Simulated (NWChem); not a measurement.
# CH$_{8}$OSi$_{2}$; SMILES C[SiH2]O[SiH3]

```xyz
12

Si    -0.1434    -2.0916    -0.0932
O     -0.3542    -0.4513    -0.0565
Si     0.3523     1.0534    -0.1014
C     -0.9790     2.3521     0.0309
H      0.5038    -2.5105    -1.3742
H      0.7166    -2.5372     1.0458
H     -1.4795    -2.7431     0.0171
H      1.3221     1.1761     1.0322
H      1.1092     1.2040    -1.3840
H     -0.5361     3.3604     0.0035
H     -1.6932     2.2676    -0.8024
H     -1.5366     2.2471     0.9741
```
Atoms are numbered in this order, from 1.

Computed with NWChem. Pople sets run with spherical d functions. The geometry was optimised at PBE0/def2-SVP. GIAO values for the isolated, static molecule; σ is the absolute isotropic shielding, δ = σ(reference) − σ with the isolated reference molecule computed at the same levels (13C: tetramethylsilane, 1H: tetramethylsilane, 17O: water, 29Si: tetramethylsilane).

Question: Predict the results for B3LYP/6-31G*. Quantities: δ Si1 (ppm); δ O2 (ppm); δ Si3 (ppm); δ C4 (ppm); δ H5 (rotor mean) (ppm); δ H8 (ppm); δ H10 (rotor mean) (ppm).

Answer: 
```yaml
"δ Si1 (ppm)": -18.2
"δ O2 (ppm)": 6.4
"δ Si3 (ppm)": -3.1
"δ C4 (ppm)": -0.1
"δ H5 (rotor mean) (ppm)": 5.19
"δ H8 (ppm)": 5.23
"δ H10 (rotor mean) (ppm)": 0.20
```
